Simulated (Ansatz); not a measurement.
Zr2O2⁺. The state is a doublet with charge 1. Geometry r2SCAN-D4/def2-TZVP.

```xyz
4

Zr   -0.5547   -1.2513   -0.5387
Zr   -0.8792    1.1794   -0.0020
O     0.4390   -0.1464    0.9291
O     0.9949    0.2183   -0.3884
```

In the def2 sets Zr takes a core potential; there is no spin–orbit coupling. The structure holds one bond between oxygen atoms, so isomers without such links may lie far lower. At PBE-D4/def2-TZVP, r2SCAN-D4/def2-TZVP, PBE0-D4/def2-TZVP the charge 1 doublet is spin-contaminated (final ⟨S²⟩ up to 1.26, 0.75 for a pure state). Another isomer (doublet) lies 5.92 eV lower at PBE0-D4/def2-TZVP; other spin states weren't run for this one.

Estimate the α-spin orbital energies around the gap (eV) in Ansatz with LDA (SPW92)/def2-TZVP, PBE-D4/def2-TZVP, BLYP-D4/def2-TZVP, r2SCAN-D4/def2-TZVP, PBE0-D4/def2-TZVP.


| orbital | LDA (SPW92)/def2-TZVP | PBE-D4/def2-TZVP | BLYP-D4/def2-TZVP | r2SCAN-D4/def2-TZVP | PBE0-D4/def2-TZVP |
| --- | --- | --- | --- | --- | --- |
| HOMO−5 | -15.84 | -15.52 | -15.38 | -15.73 | -17.16 |
| HOMO−4 | -12.79 | -12.46 | -12.38 | -12.56 | -13.85 |
| HOMO−3 | -12.65 | -12.30 | -12.26 | -12.41 | -13.68 |
| HOMO−2 | -9.55 | -9.38 | -9.24 | -9.46 | -10.19 |
| HOMO−1 | -9.13 | -8.99 | -8.89 | -9.05 | -9.84 |
| HOMO | -8.97 | -8.62 | -8.65 | -8.62 | -9.37 |
| LUMO | -8.34 | -7.83 | -7.88 | -7.30 | -6.74 |
| LUMO+1 | -7.82 | -7.27 | -7.51 | -6.95 | -6.43 |
| LUMO+2 | -7.28 | -6.85 | -6.88 | -6.38 | -5.80 |
| LUMO+3 | -6.79 | -6.55 | -6.55 | -6.26 | -5.73 |
| LUMO+4 | -6.76 | -6.54 | -6.54 | -6.08 | -5.68 |
| LUMO+5 | -6.73 | -6.48 | -6.49 | -6.05 | -5.52 |
| β HOMO | -8.77 | -8.50 | -8.49 | -8.55 | -9.16 |
| β LUMO | -8.53 | -8.07 | -8.12 | -7.51 | -7.00 |
